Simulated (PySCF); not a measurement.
CH₃ClFNSi₂, SMILES F[Si@]1(Cl)N=C[SiH2]1. Geometry optimised at PBE-D3(BJ)/def2-SVP. The structure was generated by enumeration; whether it is a known compound was not checked.

Computed equilibrium geometry at PBE-D3(BJ)/def2-SVP (PySCF confirms it by a frequency run) as a Z-matrix:
```
Si
H 1 1.5067
H 1 1.5067 2 109.21
C 1 1.9493 2 116.80 3 -132.67
N 4 1.3004 1 111.75 2 -116.99
H 4 1.1164 5 119.55 1 179.54
Si 5 1.8055 4 100.15 6 -178.87
F 7 1.6328 5 111.75 4 -120.77
Cl 7 2.0658 8 107.05 5 122.86
```
Charge 0, spin multiplicity 1.
